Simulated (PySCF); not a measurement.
# Computed NMR parameters against published values

Geometry:
```json
{"atom": "F1", "x (Å)": "2.351", "y (Å)": "-1.767", "z (Å)": "0.659"}
{"atom": "C2", "x (Å)": "2.584", "y (Å)": "-0.462", "z (Å)": "0.423"}
{"atom": "F3", "x (Å)": "2.541", "y (Å)": "0.131", "z (Å)": "1.631"}
{"atom": "F4", "x (Å)": "3.841", "y (Å)": "-0.372", "z (Å)": "0.001"}
{"atom": "O5", "x (Å)": "1.792", "y (Å)": "0.077", "z (Å)": "-0.477"}
{"atom": "C6", "x (Å)": "0.397", "y (Å)": "0.114", "z (Å)": "-0.276"}
{"atom": "C7", "x (Å)": "-0.319", "y (Å)": "0.709", "z (Å)": "-1.305"}
{"atom": "C8", "x (Å)": "-1.694", "y (Å)": "0.798", "z (Å)": "-1.211"}
{"atom": "C9", "x (Å)": "-2.350", "y (Å)": "0.296", "z (Å)": "-0.098"}
{"atom": "C10", "x (Å)": "-1.624", "y (Å)": "-0.295", "z (Å)": "0.919"}
{"atom": "C11", "x (Å)": "-0.242", "y (Å)": "-0.392", "z (Å)": "0.841"}
{"atom": "H12", "x (Å)": "0.217", "y (Å)": "1.091", "z (Å)": "-2.158"}
{"atom": "H13", "x (Å)": "-2.253", "y (Å)": "1.260", "z (Å)": "-2.010"}
{"atom": "H14", "x (Å)": "-3.424", "y (Å)": "0.367", "z (Å)": "-0.025"}
{"atom": "H15", "x (Å)": "-2.126", "y (Å)": "-0.689", "z (Å)": "1.788"}
{"atom": "H16", "x (Å)": "0.302", "y (Å)": "-0.859", "z (Å)": "1.647"}
```

Measured values that the calculation should reproduce: δ ¹⁷O O5 113.6 ppm (measured; liquid, neat, 295 K; 17O NMR survey of organic solvents and oxofluorinated compounds, PMC5915748).
δ ¹⁹F F1/F3/F4 -58.3 ppm (measured; G. Saielli, R. Bini, A. Bagno, Computational 19F NMR. 2. Organic compounds, RSC Adv. 2014, ESI (exp. from Berger-Braun-Kalinowski 1994 and Everett 1995)).

[PySCF 2.14.0 with density-fitted response routines: structure optimised with GFN2-xTB; NMR shieldings at PBE0/pcSseg-1/GIAO; a single conformation; averaged over atoms made equivalent by symmetry, fast rotation or ring inversion; no solvent; non-relativistic Hamiltonian]

Question: Set the calculated values beside the experiment.

Answer: 
Reference values: measured (liquid, neat, 295 K; 17O NMR survey of organic solvents and oxofluorinated compounds, PMC5915748).
| atoms | quantity | reference | computed | computed, scaled |
| --- | --- | --- | --- | --- |
| O5 | δ ¹⁷O vs D2O (external) | 113.6 | – | 114.2 |

Reference values: measured (G. Saielli, R. Bini, A. Bagno, Computational 19F NMR. 2. Organic compounds, RSC Adv. 2014, ESI (exp. from Berger-Braun-Kalinowski 1994 and Everett 1995)).
| atoms | quantity | reference | computed | computed, scaled |
| --- | --- | --- | --- | --- |
| F1/F3/F4 | δ ¹⁹F vs CFCl3 | -58.3 | -70.9 | -57.6 |

Computed shifts are σ(ref) − σ with the named reference compound (TMS for H and C) calculated as an isolated molecule at the same level. The measured values may be among those fitted. Shieldings were converted by a linear fit to measured shifts: ¹⁷O (scatter 10.7 ppm rms, 12.2 ppm with the 3 outliers that the fit left out vs liquid water, solution or neat liquid); ¹⁹F (scatter 6.0 ppm rms, 7.0 ppm with the 5 outliers that the fit left out vs CFCl3, solution or neat liquid, with a term for F on sp3 carbon). Occasional misses reach two or three times the rms, and more in compound classes unlike the fitted ones.
